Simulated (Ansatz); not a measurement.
CH3ClO2Si, SMILES `ClC1O[SiH2]O1` at its PBE0-D4/def2-TZVP geometry, where that method's forces vanish. Total charge 0; spin multiplicity 1.

```xyz
8

Cl   -1.2187   -0.2960   -2.1284
C    -0.4024    0.5366   -0.7743
O    -0.9846    0.2065    0.4593
Si    0.4854   -0.4552    0.9122
O     0.9167    0.0857   -0.6126
H    -0.4594    1.6025   -0.9955
H     1.1593    0.2405    2.0292
H     0.5037   -1.9206    1.1100
```

Question: What forces (eV/Å) does B3LYP-D4/def2-TZVPP give on these atoms in the Gaussian-basis code of Ansatz? (Estimate.)

Answer: Ansatz gave: 
```
Cl1 -0.186 -0.170 -0.311
C2  -0.098  0.493 -0.229
O3  -0.172 -0.026  0.248
Si4  0.185 -0.204  0.351
O5   0.297 -0.056 -0.017
H6   0.011 -0.082  0.029
H7  -0.041 -0.054 -0.066
H8   0.003  0.099 -0.005
```

B3LYP here is the variant with VWN-RPA as its local correlation; programs differ in this.
